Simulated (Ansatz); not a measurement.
One change: `O[Si@]1(Cl)O[C@@H]1F` becomes `O[Si]1(Cl)CO1`.

Ansatz, PBE0-D4/def2-TZVP geometries, multiplicity 1. Each molecule was computed in one conformer, which needn't be the lowest.

| property | `O[Si@]1(Cl)O[C@@H]1F` |
| --- | --- |
| LUMO energy (PBE0/def2-TZVPP) / eV | -0.30 |
| HOMO–LUMO gap (B3LYP/def2-TZVPP) / eV | 7.01 |
| size of the dipole moment (PBE/def2-TZVPP) / D | 0.95 |
| LUMO energy (ωB97M-V/def2-TZVPP) / eV | 1.51 |
| zero-point energy (PBE0-D4/def2-TZVP) / kJ/mol | 105.1 |
| HOMO energy (PBE0/def2-TZVPP) / eV | -7.82 |

Q: Give the same properties after the change, and the shifts. (Best estimate.)

A: The calculation gave: 
```tsv
property	`O[Si]1(Cl)CO1`	shift
LUMO energy (PBE0/def2-TZVPP) / eV	-0.04	0.26
HOMO–LUMO gap (B3LYP/def2-TZVPP) / eV	7.26	0.25
size of the dipole moment (PBE/def2-TZVPP) / D	2.00	1.05
LUMO energy (ωB97M-V/def2-TZVPP) / eV	1.67	0.16
zero-point energy (PBE0-D4/def2-TZVP) / kJ/mol	124.2	19.1
HOMO energy (PBE0/def2-TZVPP) / eV	-7.85	-0.03
```

Dipoles are sizes alone; their direction can turn.

B3LYP here is the variant with VWN-RPA as its local correlation; programs differ in this.
